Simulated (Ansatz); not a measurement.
`O[SiH2][SiH2]O[SiH3]` + HBr → `O[SiH2][SiH2]Br` + `O[SiH3]`  (ligand exchange at the Si–O bond)

Computed with Ansatz on PBE0-D4/def2-TZVP structures; ΔE is electronic, products minus reactants. CBS: MP2 limit from def2 TZ/QZ plus the TZ coupled-cluster correction, frozen cores. DFT in def2-TZVPP. B3LYP here is the variant with VWN-RPA as its local correlation; programs differ in this. HSE06 is defined as in plane-wave codes. For Br outer-core shells are correlated without core-valence functions, which leaves a few kJ/mol of doubt a bond. Scalar relativity is left out up to krypton. One conformer a species, not always the lowest.

(1) Is it downhill or uphill in electronic energy at CCSD(T)/CBS, and by how much? (Estimate.)

(2) What do these levels give: LDA (SPW92), revPBE-D4, r2SCAN-D4, r2SCAN0-D4, CAM-B3LYP-D4, PBE, PBE0, B3LYP, HSE06, BHLYP, RPA@PBE/def2-TZVPP, MP2/def2-TZVPP? (An estimate is asked.)

(3) What do rigid-rotor, harmonic-oscillator terms from PBE0-D4/def2-TZVP frequencies (298.15 K, 1 bar) make of the CCSD(T)/CBS value? (Best estimate.)

Largest T1 diagnostic among the species: 0.012.

## Answers

(1) The calculation gave: Nearly level: ΔE = -0.2 kJ/mol.

(2) Ansatz gave: LDA (SPW92) -3.4, revPBE-D4 -5.7, r2SCAN-D4 -1.3, r2SCAN0-D4 -1.8, CAM-B3LYP-D4 11.4, PBE -10.6, PBE0 -9.2, B3LYP 2.4, HSE06 -9.6, BHLYP 5.7, RPA@PBE/def2-TZVPP 9.5, MP2/def2-TZVPP 0.1 kJ/mol.

(3) Ansatz gave: ΔZPE = +9.1 kJ/mol, ΔH = +6.4 kJ/mol, ΔS = 7 J/(mol·K), ΔG = +4.4 kJ/mol. Modes under 50 cm⁻¹ make the entropy rough.

From BLYP to BHLYP (50 % exact exchange), in def2-TZVPP and without D4, ΔE moves by +4.4 kJ/mol. Leaving LDA and LC-ωPBE aside and taking each functional with its dispersion term where it has one, the values, not all of them listed here, spread over 18.6 kJ/mol, from PBE-D4 to CAM-B3LYP-D4. LDA lies +7.2 kJ/mol from PBE without D4.
